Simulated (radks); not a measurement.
Values are calculated unless marked as measured or tabulated.
Task: Radial electron density D(r) = 4 pi r^2 rho(r) of an atom or ion with 2 electrons. Code: a radial shooting solver on a logarithmic mesh with Libxc functionals. Model: scalar-relativistic Kohn-Sham, PBE, spin-polarised, spherical densities, finite nucleus; Fermi nuclear charge, rms radius of each element as measured or else 0.836 A^(1/3) + 0.57 fm.

r (bohr)  D(r) (e/bohr)
0.01679         0.04445
0.01819         0.05173
0.0197          0.06015
0.02117         0.06885
0.02293         0.07993
0.02484         0.09273
0.02691          0.1075
0.02892          0.1226
0.03133          0.1418
0.03394          0.1638
0.03677          0.1890
0.03983          0.2177
0.0428           0.2470
0.04637          0.2837
0.05023          0.3252
0.05441          0.3722
0.05848          0.4195
0.06335          0.4781
0.06862          0.5436
0.07434          0.6165
0.08053          0.6971
0.08654          0.7767
0.09375          0.8732
0.1016           0.9782
0.11              1.092
0.1182            1.201
0.1281            1.330
0.1387            1.465
0.1503            1.607
0.1628            1.752
0.175             1.885
0.1895            2.032
0.2053            2.176
0.2224            2.314
0.239             2.430
0.259             2.545
0.2805            2.642
0.3039            2.717
0.3292            2.766
0.3538            2.786
0.3832            2.777
0.4151            2.734
0.4497            2.657
0.4833            2.559
0.5236            2.419
0.5672            2.251
0.6144            2.058
0.6656            1.848
0.7153            1.649
0.7748            1.425
0.8394            1.203
0.9093           0.9922
0.9771           0.8160
1.059            0.6397
1.147            0.4870
1.242            0.3591
1.346            0.2558
1.446            0.1827
1.567            0.1209
1.697           0.07657
1.838           0.04625
1.976           0.02811
2.14            0.01533
2.318          0.007876

What is the nuclear charge?

Result: Z = 3. The innermost maximum, from 1s, lies near gamma/Z bohr with gamma = sqrt(1 - (Z/c)^2) = 1.000, here 0.333 bohr (found: 0.359), and its height grows with Z. The density is that of the lithium ion Li+ in [He]; the configuration itself is not fixed sharply by these data. D(r) has 1 maximum, at r = 0.359 bohr.
